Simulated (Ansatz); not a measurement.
# What each rung costs, and what it gives

The pair of Li⁺ (SMILES [Li+], atom 1) and CH₅N (SMILES CN, atoms 2–8), both closed shells, in one local arrangement (a lower one may exist), relaxed at PBE0-D4/def2-TZVP:

Li1  (-0.616, 0.593, -2.164)
C2  (-0.102, 0.120, -0.186)
N3  (0.233, -0.182, 1.162)
H4  (0.326, -0.582, -0.950)
H5  (0.257, 1.143, -0.404)
H6  (-1.204, 0.111, -0.272)
H7  (1.225, -0.126, 1.347)
H8  (-0.120, -1.077, 1.468)
(Å)

Interaction energies are counterpoise-corrected; the time is that of the whole pair.

Program: Ansatz 0.2.0. Basis: as named in each row. Cores are frozen in the correlated methods. The outer core shell of Li, Na, Mg and K is correlated. B3LYP uses VWN-RPA correlation. Extrapolation: Hartree–Fock as exp(−7.88 √X), correlation as X^−2.97.

Times are rough, for one single point on 2 threads of a shared host (Intel Xeon Platinum 8375C).

The estimate by CCSD(T) at an estimated basis limit (MP2 extrapolated from triple and quadruple zeta, plus CCSD(T) − MP2 in triple zeta) is -12.35 kcal/mol.

```json
{"method": "HF", "basis": "STO-3G", "time (s)": "under 1", "interaction energy (kcal/mol)": "-8.36", "method less estimate": "3.99"}
{"method": "PBE-D4", "basis": "STO-3G", "time (s)": "under 1", "interaction energy (kcal/mol)": "-17.64", "method less estimate": "-5.29"}
{"method": "SPW92", "basis": "def2-SVP", "time (s)": "under 1", "interaction energy (kcal/mol)": "-15.66", "method less estimate": "-3.31"}
{"method": "B3LYP-D4", "basis": "6-31G", "time (s)": "under 1", "interaction energy (kcal/mol)": "-9.52", "method less estimate": "2.83"}
{"method": "PBE-D4", "basis": "def2-SVP", "time (s)": "under 1", "interaction energy (kcal/mol)": "-14.47", "method less estimate": "-2.12"}
{"method": "PBE0-D4", "basis": "def2-SVP", "time (s)": "under 1", "interaction energy (kcal/mol)": "-12.89", "method less estimate": "-0.55"}
{"method": "CCSD(T)", "basis": "def2-SVP", "time (s)": "1", "interaction energy (kcal/mol)": "-9.25", "method less estimate": "3.10"}
{"method": "PBE-D4", "basis": "def2-TZVPPD", "time (s)": "2", "interaction energy (kcal/mol)": "-14.97", "method less estimate": "-2.62"}
{"method": "BLYP-D4", "basis": "def2-TZVPPD", "time (s)": "2", "interaction energy (kcal/mol)": "-14.45", "method less estimate": "-2.10"}
{"method": "revPBE-D4", "basis": "def2-TZVPPD", "time (s)": "2", "interaction energy (kcal/mol)": "-14.15", "method less estimate": "-1.80"}
{"method": "B3LYP-D4", "basis": "def2-TZVPPD", "time (s)": "2", "interaction energy (kcal/mol)": "-14.16", "method less estimate": "-1.81"}
{"method": "PBE0-D4", "basis": "def2-TZVPPD", "time (s)": "2", "interaction energy (kcal/mol)": "-14.31", "method less estimate": "-1.96"}
{"method": "wB97M-V", "basis": "def2-SVP", "time (s)": "2", "interaction energy (kcal/mol)": "-12.31", "method less estimate": "0.04"}
{"method": "r2SCAN-D4", "basis": "def2-TZVPPD", "time (s)": "2", "interaction energy (kcal/mol)": "-12.97", "method less estimate": "-0.62"}
{"method": "HSE06-D4", "basis": "def2-TZVPPD", "time (s)": "3", "interaction energy (kcal/mol)": "-14.33", "method less estimate": "-1.99"}
{"method": "B2PLYP", "basis": "def2-TZVPPD", "time (s)": "4", "interaction energy (kcal/mol)": "-13.26", "method less estimate": "-0.92"}
{"method": "wB97X-V", "basis": "def2-TZVPPD", "time (s)": "6", "interaction energy (kcal/mol)": "-13.01", "method less estimate": "-0.67"}
{"method": "B97M-V", "basis": "def2-TZVPPD", "time (s)": "6", "interaction energy (kcal/mol)": "-13.15", "method less estimate": "-0.80"}
{"method": "wB97M-V", "basis": "def2-TZVPPD", "time (s)": "6", "interaction energy (kcal/mol)": "-13.23", "method less estimate": "-0.88"}
{"method": "MP2", "basis": "def2-QZVPPD", "time (s)": "11", "interaction energy (kcal/mol)": "-12.13", "method less estimate": "0.22"}
{"method": "CCSD(T)", "basis": "def2-TZVPPD", "time (s)": "22", "interaction energy (kcal/mol)": "-11.73", "method less estimate": "0.62"}
```

No T1 diagnostic of these runs exceeds 0.009.
